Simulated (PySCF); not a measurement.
Which determinant of SrO lies lowest?

Unrestricted PBE0; basis Sr def2-SVPD with ECP28, O def2-SVPD; scalar-relativistic core potentials; PySCF 2.14. Outer shells of the fragments: Sr 5s2; O 2s2 2p4.

Followed along the bond (rough minima from three points):

```json
{"2Ms+1": "1", "unpaired": "none", "⟨S²⟩ at the start": "0.00", "R at minimum (Å)": "1.96", "Te (eV)": "0.00"}
{"2Ms+1": "3", "unpaired": "σ ↑, π ↑", "⟨S²⟩ at the start": "2.00", "R at minimum (Å)": "2.25", "Te (eV)": "0.75"}
{"2Ms+1": "1", "unpaired": "σ ↓, π ↑", "⟨S²⟩ at the start": "1.01", "R at minimum (Å)": "2.24", "Te (eV)": "0.76"}
```

Solutions found at the starting distance of 2.310 Å, counted from the lowest of them; the search is not exhaustive and high or unbound solutions are not listed, so other states can lie among these:

```csv
2Ms+1,unpaired,term,E (eV),⟨S²⟩,⟨Lz²⟩,μ (D)
3,"σ ↑, π ↑",³Π,0.00,2.00,1.01,-4.36
1,"σ ↓, π ↑",mixed,0.01,1.01,1.01,-4.37
1,none,¹Σ⁺,0.14,0.00,0.00,-10.67
3,π ↑↑,mixed,1.64,2.00,2.01,-2.81
1,π ↑↓,mixed,1.67,1.01,2.01,-2.79
3,π ↑↑,mixed,1.67,2.00,2.01,-2.79
3,"π ↑, δ ↑",mixed,2.02,2.00,5.01,-7.65
1,"π ↑, δ ↓",mixed,2.02,1.01,5.01,-7.62
1,"π ↑, δ ↓",mixed,2.02,1.01,4.88,-7.47
3,"π ↑, δ ↑",mixed,2.02,2.00,4.83,-7.42
```

A term symbol is given only where ⟨S²⟩ and ⟨Lz²⟩ are close to those of a pure state; real π, δ and φ orbitals otherwise mix terms. A positive dipole means Sr(−)O(+).

Problem. Compare the gap between the two lowest followed solutions at the starting distance with the gap between their minima.

Solution. At PBE0 the second solution (triplet, unpaired electrons σ ↑, π ↑) lies -0.14 eV from the first (singlet, closed shell) at 2.310 Å and +0.75 eV at the minima; the two curves relax by different amounts, since their minima lie near 2.25 and 1.96 Å.

Counting both spins, an empty level lies below a filled one in some of these solutions, because spin and occupation are held.
